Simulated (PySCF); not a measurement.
ammonium (H4N), SMILES [NH4+], charge +1. Coordinates come from a r2SCAN-D4/def2-TZVPD optimisation.

Computed equilibrium geometry at r2SCAN-D4/def2-TZVPD (PySCF confirms it by a frequency run) as a Z-matrix, and its point group:
point group Td.
```
N
H 1 1.0239
H 1 1.0239 2 109.47
H 1 1.0239 2 109.47 3 -120.00
H 1 1.0239 2 109.47 3 120.00
```
Charge +1, spin multiplicity 1.
